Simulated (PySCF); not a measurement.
PySCF 2.14 output of an unrestricted MN15 calculation on a single atom or ion in x2c-QZVPPall with one added diffuse shell each of s, p, d, f type (14s10p8d5f1g, 128 functions), with the spin-free X2C one-electron Hamiltonian (Gaussian nucleus):

```
SCF conv_tol = 1e-09
number electrons alpha = 27  beta = 26
    H. S. Yu, X. He, S. L. Li, and D. G. Truhlar.,  Chem. Sci. 7, 5032-5051 (2016)
    H. S. Yu, X. He, S. L. Li, and D. G. Truhlar.,  Chem. Sci. 7, 5032-5051 (2016)
cycle= 1 E= -7120.2412927086  delta_E= -0.305  |g|= 0.433  |ddm|= 0.776
cycle= 2 E= -7120.24209874791  delta_E= -0.000806  |g|= 0.145  |ddm|= 0.145
cycle= 3 E= -7120.24319390819  delta_E= -0.0011  |g|= 0.082  |ddm|= 0.0941
cycle= 4 E= -7120.2437145212  delta_E= -0.000521  |g|= 0.001  |ddm|= 0.0307
cycle= 5 E= -7120.24371586534  delta_E= -1.34e-06  |g|= 0.000555  |ddm|= 0.00289
cycle= 6 E= -7120.24371606584  delta_E= -2.01e-07  |g|= 0.000178  |ddm|= 0.00128
cycle= 7 E= -7120.24371608492  delta_E= -1.91e-08  |g|= 9.49e-06  |ddm|= 0.00039
cycle= 8 E= -7120.24371608501  delta_E= -9.28e-11  |g|= 1.4e-06  |ddm|= 3.02e-05
converged SCF energy = -7120.24371608501  <S^2> = 0.75463837  2S+1 = 2.004633
```

The run itself started from symmetry-adapted Hartree-Fock orbitals and held the occupation by maximum overlap, on a logarithmic radial grid, so the iterations belong to that start.

Question: Which element, charge and spin multiplicity is this?

Answer: I (iodine, neutral), multiplicity 2; the state was [Kr] 4d10 5s1 5p6, 2S determinant (an excited configuration).
